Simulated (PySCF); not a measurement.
## How methods differ on the excitation energy of Xe(2+)

Xe(2+) [Kr] 4d10 5s2 5p4 (3P) → Xe(2+) [Kr] 4d10 5s2 5p3 6s1 (5S), as a difference of total energies. Calculation: PySCF 2.14, in dyall-av2z (22s16p12d, 130 functions); no relativity, point nucleus. Correlated levels: valence: [Kr] 4d10 frozen; virtual orbitals above 40 to 60 times the deepest correlated orbital energy dropped. The calculations carry no spin-orbit coupling.

```
           method  excitation energy (cm⁻¹)
              UHF                    114510
    MP2 (valence)                    113930
SCS-MP2 (valence)                    115200
   CCSD (valence)                    114120
CCSD(T) (valence)                    114050
```

The promoted electron is Rydberg-like, and one or two diffuse shells describe it only roughly, which tends to raise the upper state.
